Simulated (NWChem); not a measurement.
System: CH₅Sb; SMILES [CH3][SbH2]

NWChem input:

```
start job
memory heap 200 mb stack 900 mb global 1100 mb
geometry units angstroms noautoz
  Sb     0.025283     0.327865    -0.000198
  H     -1.179869     0.450094    -1.217885
  H     -1.163953     0.450095     1.233040
  C      0.012966    -1.849119    -0.000107
  H     -1.011498    -2.241562     0.006382
  H      0.549957    -2.206400     0.889567
  H      0.538657    -2.206418    -0.896497
end
basis spherical
  * library def2-svp
end
ecp
  Sb library def2-ecp
end
dft
  xc b3pw91
  iterations 150
  mulliken
end
task dft energy
```

Excerpt of the output:

```
             Northwest Computational Chemistry Package (NWChem) 7.3.0
             --------------------------------------------------------

 CS  symmetry detected

                             Geometry "geometry" -> ""
                             -------------------------

 Output coordinates in angstroms (scale by  1.889725989 to convert to a.u.)

  No.       Tag          Charge          X              Y              Z
 ---- ---------------- ---------- -------------- -------------- --------------
    1 Sb                  51.0000     0.04269696    -0.32956272     0.00000000
    2 H                    1.0000    -1.15339886    -0.46233611    -1.22548834
    3 H                    1.0000    -1.15339886    -0.46233611     1.22548834
    4 C                    6.0000     0.01119882     1.84722825     0.00000000
    5 H                    1.0000    -1.01670374     2.23062934     0.00000000
    6 H                    1.0000     0.53938174     2.20918609     0.89304986
    7 H                    1.0000     0.53938174     2.20918609    -0.89304986

 Effective nuclear repulsion energy (a.u.)     148.2315117817

      Symmetry information
      --------------------

 Group name             Cs
 Group number              2
 Group order               2
 No. of unique centers     5

                                 NWChem DFT Module
                                 -----------------

 Summary of "ao basis" -> "ao basis" (spherical)
 ------------------------------------------------------------------------------
       Tag                 Description            Shells   Functions and Types
 ---------------- ------------------------------  ------  ---------------------
 Sb                         def2-svp                10       26   4s4p2d
 H                          def2-svp                 3        5   2s1p
 C                          def2-svp                 6       14   3s2p1d

      Symmetry analysis of basis
      --------------------------

        a'         42
        a"         23

            General Information
            -------------------
          SCF calculation type: DFT
          Wavefunction type:  closed shell.
          No. of atoms     :     7
          No. of electrons :    34
           Alpha electrons :    17
            Beta electrons :    17
          Charge           :     0
          Spin multiplicity:     1
          Use of symmetry is: on ; symmetry adaption is: on
          Maximum number of iterations: 150
          AO basis - number of functions:    65
                     number of shells:    31
          Convergence on energy requested:  1.00D-06
          Convergence on density requested:  1.00D-05
          Convergence on gradient requested:  5.00D-04

              XC Information
              --------------
                       B3PW91 Method XC Functional
                     Hartree-Fock (Exact) Exchange  0.200
                        Slater Exchange Functional  0.800 local
                    Becke 1988 Exchange Functional  0.720 non-local
                Perdew 1991 Correlation Functional  0.810 non-local
            Perdew 1991 LDA Correlation Functional  1.000 local

             Grid Information
             ----------------
          Grid used for XC integration:  medium
          Radial quadrature: Mura-Knowles
          Angular quadrature: Lebedev.
          Tag              B.-S. Rad. Rad. Pts. Rad. Cut. Ang. Pts.
          ---              ---------- --------- --------- ---------
          Sb                  1.45      123           9.0       590
          H                   0.35       45          10.0       434
          C                   0.70       49           9.0       434
          Grid pruning is: on
          Number of quadrature shells:   307
          Spatial weights used:  Erf1

      Superposition of Atomic Density Guess
      -------------------------------------

 Sum of atomic energies:        -317.73351993

      Non-variational initial energy
      ------------------------------

 Total energy =    -280.028781
 1-e energy   =    -619.116825
 2-e energy   =     265.122330
 HOMO         =      -0.268996
 LUMO         =       0.026782

      Symmetry analysis of molecular orbitals - initial
      -------------------------------------------------

  Numbering of irreducible representations:

     1 a'          2 a"

  Orbital symmetries:

     1 a'          2 a'          3 a'          4 a"          5 a'
     6 a'          7 a"          8 a'          9 a"         10 a'
    11 a'         12 a'         13 a"         14 a'         15 a"
    16 a'         17 a'         18 a'         19 a"         20 a'
    21 a'         22 a"         23 a'         24 a"         25 a'
    26 a'         27 a'

     ---------------------------------------------
      Total Density - Mulliken Population Analysis
     ---------------------------------------------

    Atom       Charge   Shell Charges
 -----------   ------   -------------------------------------------------------
    1 Sb  23    22.71   2.11 -0.08  1.15  0.60  2.95  3.06  1.56  1.26  9.80  0.29
    2 H    1     1.05   0.64  0.40  0.01
    3 H    1     1.05   0.64  0.40  0.01
    4 C    6     6.56   1.99  0.95  0.31  2.04  1.25  0.01
    5 H    1     0.88   0.66  0.18  0.03
    6 H    1     0.88   0.66  0.19  0.03
    7 H    1     0.88   0.66  0.19  0.03

   convergence    iter        energy       DeltaE   RMS-Dens  Diis-err
 ---------------- ----- ----------------- --------- --------- ---------
 d= 0,ls=0.0,diis     1   -281.4025706938 -3.55D+02  9.52D-03  1.12D-01
 d= 0,ls=0.0,diis     2   -281.4173313613 -1.48D-02  3.43D-03  1.72D-02
 d= 0,ls=0.0,diis     3   -281.4182177818 -8.86D-04  1.39D-03  1.38D-02
 d= 0,ls=0.0,diis     4   -281.4202126175 -1.99D-03  3.10D-04  3.06D-04
 d= 0,ls=0.0,diis     5   -281.4202556558 -4.30D-05  4.86D-05  9.64D-06
  Resetting Diis
 d= 0,ls=0.0,diis     6   -281.4202567141 -1.06D-06  1.18D-05  3.11D-07
 d= 0,ls=0.0,diis     7   -281.4202567744 -6.02D-08  4.20D-06  1.49D-08

         Total DFT energy =     -281.420256774386
      One electron energy =     -621.383186568311
           Coulomb energy =      292.739158740991
    Exchange-Corr. energy =      -26.741942687009
 Nuclear repulsion energy =       73.965713739942

 Numeric. integr. density =       33.999998921014

                  Occupations of the irreducible representations
                  ----------------------------------------------

                     irrep           alpha         beta
                     --------     --------     --------
                     a'               12.0         12.0
                     a"                5.0          5.0

                       DFT Final Molecular Orbital Analysis
                       ------------------------------------

 Vector   15  Occ=2.000000D+00  E=-3.285893D-01  Symmetry=a"
              MO Center= -6.6D-01, -2.5D-01, -2.6D-13, r^2= 2.9D+00
   Bfn.  Coefficient  Atom+Function         Bfn.  Coefficient  Atom+Function
  ----- ------------  ---------------      ----- ------------  ---------------
    13      0.375300  1 Sb pz                27     -0.301988  2 H  s
    32      0.301988  3 H  s                 28     -0.194349  2 H  s
    33      0.194349  3 H  s                 16      0.174410  1 Sb pz
    10     -0.143196  1 Sb pz                42     -0.124391  4 C  pz
     7     -0.115955  1 Sb pz                20     -0.105402  1 Sb d  1

 Vector   16  Occ=2.000000D+00  E=-3.167666D-01  Symmetry=a'
              MO Center= -1.9D-01,  6.5D-01,  5.1D-13, r^2= 3.0D+00
   Bfn.  Coefficient  Atom+Function         Bfn.  Coefficient  Atom+Function
  ----- ------------  ---------------      ----- ------------  ---------------
    41      0.360302  4 C  py                12     -0.310354  1 Sb py
    11     -0.221168  1 Sb px                44      0.213658  4 C  py
    27      0.174398  2 H  s                 32      0.174398  3 H  s
    15     -0.142885  1 Sb py                 9      0.118350  1 Sb py
    56      0.118283  6 H  s                 61      0.118283  7 H  s

 Vector   17  Occ=2.000000D+00  E=-2.513300D-01  Symmetry=a'
              MO Center=  1.6D-01, -2.8D-01, -1.1D-13, r^2= 3.0D+00
   Bfn.  Coefficient  Atom+Function         Bfn.  Coefficient  Atom+Function
  ----- ------------  ---------------      ----- ------------  ---------------
     3      0.366024  1 Sb s                 11      0.363993  1 Sb px
     4      0.322870  1 Sb s                 12     -0.261891  1 Sb py
    14      0.261712  1 Sb px                41      0.201869  4 C  py
    15     -0.184303  1 Sb py                 1     -0.162877  1 Sb s
    27     -0.154545  2 H  s                 32     -0.154545  3 H  s

 Vector   18  Occ=0.000000D+00  E=-3.208315D-03  Symmetry=a'
              MO Center=  3.2D-02, -5.6D-02,  1.7D-12, r^2= 4.6D+00
   Bfn.  Coefficient  Atom+Function         Bfn.  Coefficient  Atom+Function
  ----- ------------  ---------------      ----- ------------  ---------------
    39      1.089453  4 C  s                 15     -0.845182  1 Sb py
    14     -0.531387  1 Sb px                28     -0.414910  2 H  s
    33     -0.414910  3 H  s                 52     -0.335512  5 H  s
    44     -0.314529  4 C  py                12     -0.291693  1 Sb py
    57     -0.231731  6 H  s                 62     -0.231731  7 H  s

 Vector   19  Occ=0.000000D+00  E= 4.983280D-03  Symmetry=a"
              MO Center= -3.3D-02, -3.7D-01, -9.5D-14, r^2= 4.0D+00
   Bfn.  Coefficient  Atom+Function         Bfn.  Coefficient  Atom+Function
  ----- ------------  ---------------      ----- ------------  ---------------
    16      1.059249  1 Sb pz                28      0.762404  2 H  s
    33     -0.762404  3 H  s                 13      0.390650  1 Sb pz
    27      0.210364  2 H  s                 32     -0.210364  3 H  s
    10     -0.143898  1 Sb pz                20      0.139621  1 Sb d  1
     7     -0.114730  1 Sb pz                45     -0.112911  4 C  pz

[...]
```

Level: B3PW91/def2-SVP with def2 effective core potentials on Sb. Coordinates come from a PBE0/def2-SVP optimisation. def2 effective core potentials on Sb; no spin-orbit coupling.
